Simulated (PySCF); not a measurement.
wavenumber (cm⁻¹), absorption (km/mol per cm⁻¹) and a bar:
```
        0      0.007 
       20      0.008 
       40      0.009 
       59      0.013 
       79      0.022 
       99      0.052 
      119      0.061 
      139      0.041 
      159      0.025 
      178      0.025 
      198      0.039 
      218      0.086 #
      238      0.049 
      258      0.037 
      278      0.040 
      297      0.050 
      317      0.067 
      337      0.100 #
      357      0.172 #
      377      0.387 ###
      397      0.546 ####
      416      1.316 ##########
      436      3.768 ##############################
      456      1.344 ###########
      476      0.456 ####
      496      0.218 ##
      516      0.127 #
      535      0.084 #
      555      0.060 
      575      0.045 
      595      0.036 
      615      0.029 
      635      0.025 
      654      0.022 
      674      0.020 
      694      0.018 
      714      0.017 
      734      0.017 
      753      0.017 
      773      0.017 
      793      0.019 
      813      0.020 
      833      0.023 
      853      0.028 
      872      0.034 
      892      0.045 
      912      0.062 
      932      0.095 #
      952      0.165 #
      972      0.354 ###
      991      1.096 #########
     1011      2.596 #####################
     1031      0.797 ######
     1051      0.285 ##
     1071      0.141 #
     1091      0.083 #
     1110      0.055 
     1130      0.039 
     1150      0.029 
     1170      0.023
```

This is the computed harmonic infrared spectrum of singlet NbOCl₃, Lorentzian lines of 29 cm⁻¹ full width. All numbers come from PBE in PySCF with Nb def2-SVP with ECP28, O def2-SVP, Cl def2-SVP; scalar-relativistic core potentials, no spin–orbit coupling; density-fitted integrals.

Question: Which bands make it up, and how are they assigned?

Answer: In C3v symmetry, counting bands above 1 % of the strongest: 126 cm⁻¹ (a1, bend, 2.0 km/mol); 220 cm⁻¹ (e, bend, 3.0 km/mol); 383 cm⁻¹ (a1, stretch, 9.4 km/mol); 437 cm⁻¹ (e, stretch, 171 km/mol); 1009 cm⁻¹ (a1, stretch, 121 km/mol).

Stability towards spin polarisation was not tested. Only a few start shapes were tried, so a lower isomer may exist.
